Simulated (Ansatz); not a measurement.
Program: Ansatz. Geometries: PBE0-D4/def2-TZVP. ΔE: electronic, gas phase. CCSD(T)/CBS adds triple-zeta CCSD(T) − MP2 to the extrapolated MP2 energy (def2 sets, frozen cores). This one scheme is used for every species. DFT in def2-TZVPP. B3LYP here is the variant with VWN-RPA as its local correlation; programs differ in this. Each species was taken in one conformer, which may not be the lowest.

Consider the formal exchange of groups at the Si–S bond: `S[SiH](S)S` + CH₄ → `C[SiH](S)S` + H₂S.

```tsv
level	ΔE (kJ/mol)
PBE	62.4
B3LYP	59.0
CCSD(T)/def2-TZVPP	56.6
HF/def2-QZVPP	55.5
```

(1) What does CCSD(T)/CBS give? (Estimate.)

Largest T1 diagnostic among the species: 0.012.

## Answers

(1) The calculation gave: +60.1 kJ/mol. The listed levels differ from it by 2.3, -1.1, -3.5, -4.6 kJ/mol.

The D4 term adds +3.1 kJ/mol with B3LYP and +1.4 kJ/mol with PBE0; it sums over pairs of atoms, weighted by their polarisabilities, and B3LYP, whose exchange is more repulsive, gets the larger term.
